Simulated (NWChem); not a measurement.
System: ZrOClF; SMILES [O]=[Zr]([F])[Cl]

Input file for NWChem:

```
start job
memory heap 200 mb stack 900 mb global 1100 mb
geometry units angstroms noautoz
  Zr     0.023845    -0.265000     0.033750
  O      1.498114    -0.940894    -0.569139
  F     -1.486759    -1.380697    -0.384352
  Cl    -0.060262     2.124078    -0.008221
end
basis spherical
  * library def2-svpd
end
ecp
  Zr library def2-ecp
end
dft
  xc xpbe96 cpbe96
  iterations 150
end
tddft
  cis
  nroots 8
  notriplet
end
task tddft energy
```

NWChem printed, in part:

```
             Northwest Computational Chemistry Package (NWChem) 7.3.0
             --------------------------------------------------------

 C1  symmetry detected

                             Geometry "geometry" -> ""
                             -------------------------

 Output coordinates in angstroms (scale by  1.889725989 to convert to a.u.)

  No.       Tag          Charge          X              Y              Z
 ---- ---------------- ---------- -------------- -------------- --------------
    1 Zr                  40.0000     0.06158818    -0.32357914     0.15766095
    2 O                    8.0000     1.61823281    -0.92509676    -0.29929745
    3 F                    9.0000    -1.32990621    -1.59022385    -0.24342262
    4 Cl                  17.0000    -0.20236670     2.03858555    -0.10125029

 Effective nuclear repulsion energy (a.u.)     401.9427021350

 Summary of "ao basis" -> "ao basis" (spherical)
 ------------------------------------------------------------------------------
       Tag                 Description            Shells   Functions and Types
 ---------------- ------------------------------  ------  ---------------------
 Zr                        def2-svpd                12       34   5s4p2d1f
 O                         def2-svpd                 9       23   4s3p2d
 F                         def2-svpd                 9       23   4s3p2d
 Cl                        def2-svpd                11       27   5s4p2d

            General Information
            -------------------
          SCF calculation type: DFT
          Wavefunction type:  closed shell.
          No. of atoms     :     4
          No. of electrons :    46
           Alpha electrons :    23
            Beta electrons :    23
          Charge           :     0
          Spin multiplicity:     1
          Use of symmetry is: off; symmetry adaption is: off
          Maximum number of iterations: 150
          AO basis - number of functions:   107
                     number of shells:    41
          Convergence on energy requested:  1.00D-06
          Convergence on density requested:  1.00D-05
          Convergence on gradient requested:  5.00D-04

              XC Information
              --------------
          PerdewBurkeErnzerhof Exchange Functional  1.000
            Perdew 1991 LDA Correlation Functional  1.000 local
           PerdewBurkeErnz. Correlation Functional  1.000 non-local

[...]

                                NWChem TDDFT Module
                                -------------------

            General Information
            -------------------
           No. of orbitals :     214
            Alpha orbitals :     107
             Beta orbitals :     107
        Alpha frozen cores :       0
         Beta frozen cores :       0
     Alpha frozen virtuals :       0
      Beta frozen virtuals :       0
         Spin multiplicity :       1
    Number of AO functions :     107
        Use of symmetry is : off
      Symmetry adaption is : off
         Schwarz screening :  0.10D-07

              XC Information
              --------------
   PerdewBurkeErnzerhof Exchange Functional   1.00
     Perdew 1991 LDA Correlation Functional   1.00 local
    PerdewBurkeErnz. Correlation Functional   1.00 non-local

             TDDFT Information
             -----------------
          Calculation type : Tamm-Dancoff TDDFT
         Wavefunction type : Restricted singlets
          No. of electrons :      46
           Alpha electrons :      23
            Beta electrons :      23
              No. of roots :       8
          Max subspacesize :    5600
            Max iterations :     100
               Target root :       1
           Target symmetry : none
      Symmetry restriction : off
                 Algorithm : Optimal
        Davidson threshold :  0.10D-03

    8 smallest eigenvalue differences (eV)
--------------------------------------------------------
  No. Spin  Occ  Vir  Irrep   E(Occ)    E(Vir)   E(Diff)
--------------------------------------------------------
    1    1   23   24 a        -0.277    -0.154     3.372
    2    1   22   24 a        -0.286    -0.154     3.617
    3    1   21   24 a        -0.299    -0.154     3.971
    4    1   20   24 a        -0.309    -0.154     4.224
    5    1   19   24 a        -0.313    -0.154     4.333
    6    1   23   25 a        -0.277    -0.113     4.475
    7    1   22   25 a        -0.286    -0.113     4.720
    8    1   18   24 a        -0.336    -0.154     4.961
--------------------------------------------------------

  Entering Davidson iterations
  Restricted singlet excited states

  Iter   NTrls   NConv    DeltaV     DeltaE      Time
  ----  ------  ------  ---------  ---------  ---------
    1      8       0     0.86E-01   0.10+100        9.6
    2     16       0     0.17E-01   0.47E-02       13.1
    3     24       0     0.34E-02   0.30E-03       10.2
    4     32       1     0.29E-03   0.10E-04       10.0
    5     39       8     0.41E-04   0.81E-07       13.9
  ----  ------  ------  ---------  ---------  ---------
  Convergence criterion met

  Ground state a        -681.917623870875 a.u.

  ----------------------------------------------------------------------------
  Root   1 singlet a              0.125635156 a.u.                3.4187 eV
  ----------------------------------------------------------------------------
     Transition Moments    X -0.09507   Y  0.06662   Z  0.11008
     Dipole Oscillator Strength                    0.0021437126
     Electric Quadrupole                           0.0000000023
     Magnetic Dipole                               0.0000000712
     Total Oscillator Strength                     0.0021437861

[...]
```

Level: PBE/def2-SVPD with def2 effective core potentials on Zr, TDA. All runs use the structure optimised with PBE0/def2-SVP. def2 effective core potentials on Zr; no spin-orbit coupling.
